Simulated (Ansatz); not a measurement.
Start from `Cc1ccc[nH]1` and change one atom or group to get `OB(O)c1ccc[nH]1`.

Ansatz, PBE0-D4/def2-TZVP geometries, multiplicity 1. Each molecule was computed in one conformer, which needn't be the lowest.

```csv
property,`Cc1ccc[nH]1`
HOMO–LUMO gap (PBE0/def2-TZVPP) / eV,6.89
HOMO energy (ωB97M-V/def2-TZVPP) / eV,-7.94
LUMO energy (PBE/def2-TZVPP) / eV,0.15
HOMO–LUMO gap (ωB97M-V/def2-TZVPP) / eV,10.32
HOMO energy (PBE0/def2-TZVPP) / eV,-5.81
LUMO energy (ωB97M-V/def2-TZVPP) / eV,2.39
```

Q: What does the change do to each property? (An estimate is asked.)

A: Ansatz gave: 
| property | `OB(O)c1ccc[nH]1` | shift |
| --- | --- | --- |
| HOMO–LUMO gap (PBE0/def2-TZVPP) / eV | 6.29 | -0.60 |
| HOMO energy (ωB97M-V/def2-TZVPP) / eV | -8.39 | -0.45 |
| LUMO energy (PBE/def2-TZVPP) / eV | -0.90 | -1.05 |
| HOMO–LUMO gap (ωB97M-V/def2-TZVPP) / eV | 10.40 | 0.08 |
| HOMO energy (PBE0/def2-TZVPP) / eV | -6.31 | -0.50 |
| LUMO energy (ωB97M-V/def2-TZVPP) / eV | 2.01 | -0.38 |

With PBE0 the HOMO falls by 0.50 eV and the LUMO falls by 1.10 eV, so the gap narrows by about 0.60 eV. PBE moves the HOMO by -0.49 eV and ωB97M-V by -0.45 eV.
